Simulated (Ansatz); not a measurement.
The same molecule with X = Li, Na, K. Ansatz, PBE0-D4/def2-TZVP geometries, multiplicity 1.

Outer-core shells of K, Li, Na are correlated without core-valence functions. Scalar relativity is left out up to krypton.

```
 X   molecule  vertical ionisation energy (CCSD(T)/def2-TZVPP) / eV  mean X–F bond length / Å  HOMO–LUMO gap (PBE/def2-TZVPP) / eV  LUMO energy (PBE0/def2-TZVPP) / eV  HOMO energy (ωB97M-V/def2-TZVPP) / eV
Li  `[Li][F]`                                                 11.34                     1.559                                 4.49                               -1.01                                 -10.44
Na  `[F][Na]`                                                  9.97                     1.922                                 2.91                               -1.45                                  -9.27
```

(1) Give the row for X = K, `[F][K]`. (Estimate.)

Results:

(1) The calculation gave: 
```
X  molecule  vertical ionisation energy (CCSD(T)/def2-TZVPP) / eV  mean X–F bond length / Å  HOMO–LUMO gap (PBE/def2-TZVPP) / eV  LUMO energy (PBE0/def2-TZVPP) / eV  HOMO energy (ωB97M-V/def2-TZVPP) / eV
K  `[F][K]`                                                  9.41                     2.188                                 2.99                               -1.05                                  -8.85
```

From Li to K the vertical ionisation energy (CCSD(T)/def2-TZVPP) falls at each step, by 1.93 eV in all; the mean X–F bond length rises at each step, by 0.629 Å in all; the HOMO–LUMO gap (PBE/def2-TZVPP) isn't monotonic: highest at Li, lowest at Na; the LUMO energy (PBE0/def2-TZVPP) isn't monotonic: highest at Li, lowest at Na; the HOMO energy (ωB97M-V/def2-TZVPP) rises at each step, by 1.59 eV in all. Bonds lengthen as the atom grows down the group.
